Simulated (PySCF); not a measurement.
2,2-difluoro-1-silylethanone (C2H4F2OSi), SMILES O=C([SiH3])C(F)F.

Coordinates come from a PBE-D3(BJ)/def2-SVP optimisation. Other conformers were not sampled.

Level of theory: TDDFT-PBE/def2-SVPD (PySCF 2.14.0).

Vertical excitations. Gas-phase values at a fixed geometry. State labels are in the subgroup Cs.

```tsv
state	symmetry	energy (eV)	λ (nm)	f	main pairs
S1	A"	3.12	398	0.001	HOMO→LUMO 100 %
S2	A"	5.44	228	0.004	HOMO−2→LUMO 99 %
S3	A'	5.62	220	0.014	HOMO−1→LUMO 88 %
S4	A"	5.92	210	0.000	HOMO−3→LUMO 99 %
S5	A'	6.03	206	0.002	HOMO→LUMO+2 50 %, HOMO→LUMO+1 44 %
S6	A'	6.19	200	0.129	HOMO→LUMO+2 48 %, HOMO→LUMO+1 34 %, HOMO→LUMO+3 13 %
S7	A'	6.56	189	0.176	HOMO→LUMO+3 77 %
S8	A"	6.79	183	0.001	HOMO→LUMO+4 97 %
S9	A'	6.86	181	0.011	HOMO−4→LUMO 64 %, HOMO−6→LUMO 31 %
S10	A'	6.96	178	0.000	HOMO→LUMO+5 93 %
T1	A"	2.46	503	0	HOMO→LUMO 100 %
T2	A'	5.08	244	0	HOMO−1→LUMO 92 %
T3	A"	5.31	234	0	HOMO−2→LUMO 99 %
T4	A"	5.65	219	0	HOMO−3→LUMO 99 %
```
Triplets are in the Tamm–Dancoff approximation, which puts them higher than full response would, so one can lie above its singlet here.
